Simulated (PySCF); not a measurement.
# Dipole response of Cl²⁺ (chlorine, charge +2)

[Ne] 3s2 3p3, high-spin 4S determinant. Computed with PySCF 2.14 in dyall-av2z, with the non-relativistic Hamiltonian (point nucleus). Coupled (time-dependent) response in atomic units; α is the mean over directions. A double-zeta set is small for polarisabilities.

```json
{"method": "UHF", "mean α (bohr³)": "6.001", "C₆ (like pair)": "21.74", "S(−4)": "11.50"}
{"method": "PBE", "mean α (bohr³)": "5.863", "C₆ (like pair)": "21.24", "S(−4)": "9.863"}
{"method": "PBE0", "mean α (bohr³)": "5.859", "C₆ (like pair)": "21.20", "S(−4)": "9.997"}
{"method": "BP86", "mean α (bohr³)": "5.883", "C₆ (like pair)": "21.34", "S(−4)": "9.932"}
{"method": "r2SCANh", "mean α (bohr³)": "5.937", "C₆ (like pair)": "22.01", "S(−4)": "10.29"}
```

S(−4) is the Cauchy moment in α(ω) = α(0) + S(−4) ω² + …

α(iu) at PBE:

| u (hartree) | α(iu) (bohr³) |
| --- | --- |
| 0 | 5.863 |
| 0.0500 | 5.838 |
| 0.100 | 5.766 |
| 0.200 | 5.501 |
| 0.300 | 5.120 |
| 0.500 | 4.228 |
| 0.750 | 3.190 |
| 1.00 | 2.392 |
| 1.50 | 1.412 |
| 2.00 | 0.9070 |
| 3.00 | 0.4580 |
| 5.00 | 0.1856 |

A single London oscillator, α(iu) = α/(1 + u²/ω²), gives C₆ = (3/4) ω α². Matching the computed C₆ needs ω = 4 × 21.24 / (3 × 5.863²) = 0.824 hartree.

For an ion, C₆ is the dispersion term alone; charge-induced terms of lower order in 1/R come first.
